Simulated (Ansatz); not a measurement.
Cost and result up the ladder for Al(H2O)Cl3 (AlCl3OH2) (7 atoms). The state is a singlet with charge 0. Geometry: PBE-D4/def2-SVP.

```xyz
7

Al    0.212   -0.775    0.047
O    -0.654    0.978   -0.277
H     0.004    1.525   -0.762
H    -0.776    1.398    0.604
Cl   -1.042   -2.245   -0.800
Cl    0.237   -0.591    2.174
Cl    2.019   -0.291   -0.985
```

Ansatz on 4 threads of Arm Neoverse V2 on a shared host. Times are rough, and most runs start from the orbitals of an earlier one. PBE0-D4/def2-TZVPD serves as the yardstick here, not as an exact answer. Differences are given only for rows in sets of like size (and for xTB, whose basis is part of the method), since another set adds its own error. Binding counts from free atoms at the same level (Al doublet, O triplet, H doublet, Cl doublet; other spins of the atoms weren't run), without zero-point energy or a counterpoise term.

LC-ωPBE has ω = 0.4 bohr⁻¹. B3LYP takes the VWN-RPA correlation. Correlated methods freeze 21 core orbitals.

Correlated methods converge slowly with the basis.

```tsv
level	functions	wall time	binding energy per atom (eV)	difference from PBE0-D4/def2-TZVPD (eV)
PBE-D4/def2-SVP	96	0.75 s	3.56	–
LDA (SPW92)/def2-TZVP	191	0.95 s	3.97	0.50
PBE0-D4/def2-SVP	96	1.1 s	3.50	–
BLYP-D4/def2-TZVP	191	1.6 s	3.42	-0.05
revPBE-D4/def2-TZVP	191	1.6 s	3.43	-0.05
MP2/def2-TZVP	191	1.9 s	3.52	0.05
LC-ωPBE/def2-TZVP (with forces)	191	2.5 s	3.46	-0.02
B3LYP-D4/def2-TZVP	191	2.6 s	3.44	-0.04
r2SCAN-D4/def2-TZVP	191	3.7 s	3.54	0.06
PBE0-D4/def2-TZVPD	239	4.3 s	3.48	0.00
r2SCANh-D4/def2-TZVP	191	4.6 s	3.51	0.04
r2SCAN-D4/def2-TZVPD	239	5.5 s	3.54	0.07
B97M-V/def2-TZVP	191	7 s	3.55	0.07
CCSD(T)/def2-TZVPP	227	88 s	3.43	-0.05
```
